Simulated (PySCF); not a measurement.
## Atomic charges against the basis set

Compound: C₃H₉NSi.
Numbering: `[CH3:1][N:2]1[CH2:3][SiH2:4][CH2:5]1` (hydrogens: H6, H7, H8 on C1; H9, H10 on C3; H11, H12 on Si4; H13, H14 on C5)

PBE0 throughout (PySCF), one geometry, spherical d and f functions. Isolated species at its PBE0-D3(BJ)/def2-SVP geometry (one conformer only). Atoms taken as equivalent share a column and are averaged.

Mulliken charges (e):

```
        basis  functions      C1      N2   C3/C5     Si4  H6/H7/H8  H9/H10/H13/H14  H11/H12
       STO-3G         38  -0.151  -0.259  -0.222  +0.613    +0.074          +0.060   -0.111
        6-31G         67  -0.311  -0.487  -0.432  +0.701    +0.161          +0.175   -0.110
     pcSseg-0         67  -0.356  -0.780  -0.638  +0.920    +0.217          +0.242   -0.064
       6-31G*         92  -0.363  -0.392  -0.375  +0.466    +0.166          +0.171   -0.071
      cc-pVDZ        119  +0.027  -0.333  -0.067  +0.285    +0.034          +0.040   -0.053
     def2-SVP        119  +0.067  -0.448  -0.103  +0.426    +0.032          +0.053   -0.073
6-311+G(2d,p)        197  -0.333  +0.040  -0.471  +0.447    +0.134          +0.127   -0.062
  aug-cc-pVDZ        200  +0.682  -0.548  +0.730  -0.247    -0.180          -0.351   +0.298
    def2-TZVP        215  -0.310  -0.097  -0.275  +0.234    +0.117          +0.105   -0.023
     IGLO-III        274  -0.335   0.000  -0.458  +0.792    +0.113          +0.116   -0.172
      cc-pVTZ        280  -0.190  -0.140  -0.193  +0.241    +0.080          +0.076   -0.035
     pcSseg-2        313  +0.039  -0.305  -0.184  +0.553    +0.028          +0.062   -0.124
```

IAO charges (e):

```tsv
basis	functions	C1	N2	C3/C5	Si4	H6/H7/H8	H9/H10/H13/H14	H11/H12
STO-3G	38	-0.324	-0.190	-0.434	+0.777	+0.125	+0.113	-0.111
6-31G	67	-0.328	-0.226	-0.421	+0.616	+0.137	+0.133	-0.081
pcSseg-0	67	-0.307	-0.242	-0.420	+0.624	+0.132	+0.132	-0.080
6-31G*	92	-0.299	-0.238	-0.420	+0.727	+0.128	+0.124	-0.114
cc-pVDZ	119	-0.298	-0.235	-0.418	+0.721	+0.128	+0.123	-0.113
def2-SVP	119	-0.288	-0.234	-0.416	+0.739	+0.124	+0.120	-0.118
6-311+G(2d,p)	197	-0.309	-0.248	-0.435	+0.758	+0.132	+0.128	-0.120
aug-cc-pVDZ	200	-0.307	-0.246	-0.425	+0.724	+0.132	+0.127	-0.112
def2-TZVP	215	-0.307	-0.246	-0.436	+0.766	+0.132	+0.127	-0.122
IGLO-III	274	-0.309	-0.248	-0.437	+0.766	+0.132	+0.128	-0.121
cc-pVTZ	280	-0.309	-0.244	-0.433	+0.751	+0.132	+0.127	-0.118
pcSseg-2	313	-0.308	-0.246	-0.436	+0.765	+0.132	+0.127	-0.122
```

Hirshfeld charges (e):

```tsv
basis	functions	C1	N2	C3/C5	Si4	H6/H7/H8	H9/H10/H13/H14	H11/H12
STO-3G	38	+0.011	-0.174	-0.054	+0.379	+0.011	+0.002	-0.074
6-31G	67	-0.057	-0.111	-0.107	+0.307	+0.033	+0.029	-0.071
pcSseg-0	67	-0.063	-0.085	-0.112	+0.336	+0.032	+0.021	-0.072
6-31G*	92	-0.057	-0.102	-0.109	+0.304	+0.033	+0.031	-0.074
cc-pVDZ	119	-0.068	-0.082	-0.116	+0.328	+0.033	+0.027	-0.077
def2-SVP	119	-0.071	-0.084	-0.119	+0.337	+0.035	+0.027	-0.078
6-311+G(2d,p)	197	-0.072	-0.114	-0.125	+0.344	+0.038	+0.032	-0.075
aug-cc-pVDZ	200	-0.078	-0.110	-0.129	+0.342	+0.040	+0.033	-0.074
def2-TZVP	215	-0.075	-0.103	-0.126	+0.338	+0.038	+0.032	-0.075
IGLO-III	274	-0.080	-0.107	-0.127	+0.339	+0.040	+0.032	-0.073
cc-pVTZ	280	-0.076	-0.097	-0.124	+0.335	+0.038	+0.031	-0.075
pcSseg-2	313	-0.080	-0.106	-0.130	+0.345	+0.040	+0.033	-0.076
```

Some averages cover members that differ in this geometry, most widely: H11/H12, Mulliken in aug-cc-pVDZ +0.255 to +0.341; H6/H7/H8, Mulliken in aug-cc-pVDZ -0.200 to -0.139; H9/H10/H13/H14, Mulliken in aug-cc-pVDZ -0.377 to -0.324; H6/H7/H8, IAO in 6-31G +0.105 to +0.152 e.

Which scheme is steadiest as the basis changes?

Largest range over the bases for any column: Hirshfeld 0.09 e, IAO 0.16 e, Mulliken 1.37 e. Hirshfeld charges move least and Mulliken charges most, counted in e. Without the minimal STO-3G basis the ranges are Hirshfeld 0.04, IAO 0.15, Mulliken 1.37 e.

How much do the charges still move between the two largest bases, cc-pVTZ and pcSseg-2?

At most, over all atoms: Mulliken 0.312 e, IAO 0.014 e, Hirshfeld 0.010 e.

What do the same runs give for the total energy, the frontier levels and the dipole moment?

```csv
basis,energy (Eh),HOMO (eV),LUMO (eV),μ (D)
STO-3G,-458.1611,-3.13,6.59,1.08
6-31G,-463.4963,-5.75,0.74,0.81
pcSseg-0,-462.8547,-5.88,0.72,0.79
6-31G*,-463.5793,-5.92,0.66,0.67
cc-pVDZ,-463.6062,-6.00,0.71,0.53
def2-SVP,-463.3857,-6.04,0.74,0.57
"6-311+G(2d,p)",-463.6598,-6.19,-0.02,0.57
aug-cc-pVDZ,-463.6191,-6.17,-0.04,0.55
def2-TZVP,-463.6743,-6.17,0.27,0.54
IGLO-III,-463.6803,-6.18,0.36,0.55
cc-pVTZ,-463.6727,-6.15,0.40,0.52
pcSseg-2,-463.6826,-6.19,0.12,0.55
```

The dipole is fixed by the density alone, so its range of 0.56 D shows that the density itself changes with the basis, not only its division among atoms.
